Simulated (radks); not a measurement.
Values are calculated unless marked as measured or tabulated.
How relativity changes the ionisation of the promethium ion Pm3+ ([Xe] 4f4) to Pm4+ ([Xe] 4f3). Spin-unpolarised spherical Kohn-Sham, PBE, point nucleus unless stated (finite: rms radius 4.962 fm), a radial shooting solver on a logarithmic mesh with Libxc functionals. A level marked "c x" has the speed of light scaled by that factor and shares open shells by 2j + 1; other Dirac levels either fill j = l - 1/2 first or share by 2j + 1.

level                               E(Pm3+) (hartree)  E(Pm4+) (hartree)  IE (eV)   HOMO  <r> HOMO (bohr)
non-rel.                                   -9656.1244         -9654.4650   45.154     4f           0.8952
scalar-rel.                               -10019.0955        -10017.5851   41.101     4f           0.9372
scalar-rel., finite nucleus               -10018.5046        -10016.9941   41.103     4f           0.9372
Dirac, 2j+1 shares                        -10025.6579        -10024.1505   41.019  4f7/2           0.9420
Dirac, low j first                        -10025.7023        -10024.1873   41.227  4f5/2           0.9339
Dirac, 2j+1 shares, finite nucleus        -10025.0638        -10023.5564   41.021  4f7/2           0.9420
Dirac, c x 0.75                           -10376.3632        -10374.9724   37.845  4f7/2           0.9877
Dirac, c x 0.85                           -10190.3780        -10188.9284   39.446  4f7/2           0.9634
Dirac, c x 2                               -9741.6771         -9740.0559   44.116  4f7/2           0.9059

NIST Atomic Spectra Database: 41.2 eV (semi-empirical). The relativistic part of the total energy of Pm3+ is -368.9 hartree (Dirac, 2j+1 shares, finite nucleus), 3.8 % of the non-relativistic value. Spin polarisation and multiplet splitting of open shells are left out at every level.

Beside tabulated values, note that relativity, absent from the non-relativistic runs, is large for the heavy elements, and spin-unpolarised runs miss the spin-polarisation part of the exchange energy of open shells. No tabulated value is given for the 4+ ions of Nd, Pm and Eu to Yb, where it belongs to another shell than the one emptied here.
